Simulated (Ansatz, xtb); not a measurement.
**Redistribution: C2H3Br + CH2ClF → C2H3Cl + CH2BrF**

Species: C2H3Br `C=CBr`, singlet; CH2ClF (chlorofluoromethane) `FCCl`, singlet; C2H3Cl `C=CCl`, singlet; CH2BrF (bromofluoromethane) `FCBr`, singlet. The partners trade Br for Cl; both sit on C, so the bond types are kept.

Shapes, held fixed at every level: PBE0-D4/def2-TZVP. Programs: Ansatz 0.2.0, xtb 6.7.1. The zero-point and thermal change to 298 K, harmonic and unscaled (PBE0-D4/def2-TZVP), is -0.1 kJ/mol.

**Question.** Estimate ΔH(298 K) of this reaction.

**Answer.** The highest level, CCSD(T)/def2-TZVPP, gives ΔH(298 K) = +2.6 kJ/mol; the levels span -6.6 to +4.5. That is about zero within the method's error. They disagree on the sign: 6 of 8 are positive. The column of differences is taken from that level and isn't an error. No measured value is set beside it here. Relativity is left out for Br. Outer-core shells of Br are correlated in most correlated rows, in sets that cover them unevenly.

```
                level                    kind  ΔH(298 K) (kJ/mol)  less CCSD(T)/def2-TZVPP
             GFN1-xTB          semi-empirical                -6.6                     -9.2
          HF/def2-SVP            Hartree–Fock                +4.5                     +1.9
        HF/def2-TZVPP            Hartree–Fock                +2.6                      0.0
     SPW92/def2-TZVPP                     LDA                -1.2                     -3.8
r2SCAN0-D4/def2-TZVPP           global hybrid                +0.6                     -2.0
   wB97M-V/def2-TZVPP  range-separated hybrid                +1.2                     -1.4
     CCSD(T)/def2-SVP   coupled cluster or CI                +2.5                     -0.1
   CCSD(T)/def2-TZVPP   coupled cluster or CI                +2.6                      0.0
```
